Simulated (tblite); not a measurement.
Start geometry of `C=CCN(N)CC(F)(F)F` from a force field or distance geometry (Å):
```
atom  x, y, z in Å
C1    -2.3686   -1.0125   -0.0234
C2    -1.7351    0.1682   -0.0420
C3    -0.5366    0.4787   -0.9025
N4     0.6693    0.9383   -0.1998
N5     0.4171    2.1805    0.5293
C6     1.1843   -0.0858    0.7629
C7     1.6308   -1.4348    0.1799
F8     2.2550   -2.1730    1.1417
F9     0.5983   -2.1763   -0.2729
F10    2.5051   -1.2873   -0.8287
H11   -2.0741   -1.8379   -0.6590
H12   -3.2332   -1.1712    0.6328
H13   -2.0826    0.9622    0.6314
H14   -0.2888   -0.3705   -1.5504
H15   -0.8514    1.2830   -1.6023
H16    1.2945    2.5796    0.8806
H17    0.0630    2.8973   -0.1205
H18    2.0777    0.3363    1.2475
H19    0.4657   -0.2657    1.5764
```

Q: What comes out of this run: GFN2-xTB geometry optimisation, gas phase in tblite?

A: 
```
atom  x, y, z in Å
C1    -2.410   -0.848    0.009
C2    -1.741    0.287   -0.063
C3    -0.513    0.479   -0.907
N4     0.701    0.798   -0.151
N5     0.747    2.090    0.418
C6     1.062   -0.192    0.843
C7     1.768   -1.383    0.207
F8     2.367   -2.137    1.146
F9     0.932   -2.208   -0.446
F10    2.714   -1.030   -0.665
H11   -2.114   -1.712   -0.562
H12   -3.285   -0.957    0.628
H13   -2.057    1.144    0.521
H14   -0.312   -0.425   -1.485
H15   -0.667    1.304   -1.611
H16    0.945    2.758   -0.319
H17   -0.129    2.352    0.874
H18    1.774    0.276    1.526
H19    0.208   -0.587    1.417
```

The energy falls by 7.5 kcal/mol over 220 L-BFGS steps, the largest force on an atom goes from 1.14 to 0.009 eV/Å, and the atoms move by 0.458 Å rms after alignment. The bond that changes most is N4–N5 (both ends hydrazine nitrogen), which shortens by 0.050 Å. Bonds longer at the end by more than 0.005 Å: 0 of 18; shorter: 15. Among the angles that change most is N4–C6–C7, from 117.2° to 111.3°. Among the dihedrals that turn most is C3–N4–N5–H17, from -56° to 45°. Rotational constants go from 1719, 978.5, 750.6 to 1810, 949.5, 744.9 MHz. The orientation of the end geometry is arbitrary; only internal coordinates are fixed.

Time: 1.6 s wall. Hardware: Arm Neoverse V1, one thread, no GPU, shared host.

Its GFN2-xTB frequencies are all real (lowest 18 cm⁻¹). The numbers are those of one conformer. 3 starts were optimised and ended at 0.00, 0.12 and 4.07 kcal/mol (GFN2-xTB); the lowest of these is shown.

All values are computed, not measured.
